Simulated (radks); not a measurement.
Valence configurations of Hg+ (all share [Xe]). Calculated with a radial shooting solver on a logarithmic mesh with Libxc functionals: Dirac Kohn-Sham, BLYP, spin-unpolarised, spherical densities, point nucleus; open shells fill j = l - 1/2 first. Energies are relative to 4f14 5d10 6s1; eigenvalues in eV.

valence,E (eV),e(4f5/2),e(4f7/2),e(5d3/2),e(5d5/2),e(6p1/2)
4f14 5d10 6s1,0.000,-106.85,-102.66,-19.845,-17.972,-
4f13.5 5d10 6s1.5,45.726,-114.71,-110.45,-21.842,-19.840,-
4f14 5d9 6s1 6p1,10.669,-111.82,-107.62,-23.671,-21.686,-9.846
4f14 5d9 6s2,3.873,-110.44,-106.25,-22.403,-20.435,-
4f12 5d10 6s1 6p2,220.13,-142.30,-137.84,-30.935,-28.507,-11.362
4f12.5 5d9.5 6s1 6p2,166.87,-135.82,-131.43,-30.068,-27.723,-11.309
4f12.5 5d9.5 6p3,176.43,-137.70,-133.31,-31.818,-29.452,-12.227
4f14 5d9 6s1.5 6p0.5,7.248,-111.14,-106.94,-23.047,-21.070,-9.519
4f13 5d9.5 6s1 6p1.5,108.89,-126.79,-122.47,-27.231,-25.025,-10.606
4f12 5d10 6s2 6p1,212.52,-140.99,-136.54,-29.730,-27.317,-10.753

NIST lists [Xe] 4f14 5d10 6s1 as the ground configuration; this level of theory agrees among the configurations tried. The energies are those of spherical spin-averaged densities, not of single terms.
